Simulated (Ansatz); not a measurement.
Abridged output of a molecular run in Ansatz:

```
Functional definition: HF
1361 factors; integrals over basis functions are off by at most 1.5e-3 eV
mean field evaluation 1: about -11844.6544 eV, gradient 4.4e1 eV
mean field evaluation 2: about -11844.8027 eV, gradient 4.4e1 eV
mean field evaluation 4: about -11849.2098 eV, gradient 4.0e0 eV
mean field evaluation 8: about -11849.2690 eV, gradient 2.1e-4 eV
mean field -11849.26900475 eV, -435.4526042015 hartree, gradient 1.7e-6 eV, S^2 0.000000; 0 other end points of the search recorded, 0 dependent functions left out
9 core orbitals not correlated: weight in the atoms' cores, before any rotation towards them, 1.000 or more for the frozen orbitals, at most 0.000 for the correlated occupied ones
reference -11849.26900475 eV, -435.4526042015 hartree; 21, 21 occupied and 96, 96 virtual orbitals, 1361 factors
second order -22.79517128 eV of doubles, -0.00000000 eV of singles
cycle   1  -22.92567482 eV  change   -1.3e-1 eV  update   1.4e-1
cycle   2  -23.61970455 eV  change   -6.9e-1 eV  update   4.4e-2
cycle   3  -23.80364121 eV  change   -1.8e-1 eV  update   2.1e-2
cycle   4  -23.80399868 eV  change   -3.6e-4 eV  update   4.9e-3
cycle   5  -23.80220658 eV  change    1.8e-3 eV  update   2.1e-3
cycle   6  -23.80238657 eV  change   -1.8e-4 eV  update   6.4e-4
cycle   7  -23.80215258 eV  change    2.3e-4 eV  update   2.9e-4
cycle   8  -23.80206895 eV  change    8.4e-5 eV  update   1.1e-4
cycle   9  -23.80210310 eV  change   -3.4e-5 eV  update   5.1e-5
perturbative correction -0.87444235 eV, -0.0321351636 hartree
Total energy: -11873.94555020 eV, -436.3594505205 hartree
```

Its atoms:

Cartesian coordinates in Å:
```
C 0.584 1.927 -0.494
In 0.262 -0.111 0.051
C 1.325 -1.870 0.609
N -1.763 -0.549 0.034
C -2.836 -0.058 -0.173
O -3.910 0.376 -0.365
H 1.642 2.187 -0.503
H 0.059 2.568 0.216
H 0.160 2.097 -1.485
H 2.377 -1.672 0.810
H 1.246 -2.600 -0.199
H 0.854 -2.295 1.497
```

**Question.** Which basis set was used?
A. def2-SVPD
B. cc-pV(Q+d)Z
C. def2-TZVPP
D. def2-SVP

**Answer.** D. It gives 126 functions.

**Question.** Write the keys of the input that set method, charge and spin (a neutral closed shell needs none for the last two).

**Answer.** 
```yaml
correlation: {method: ccsd_t}
```
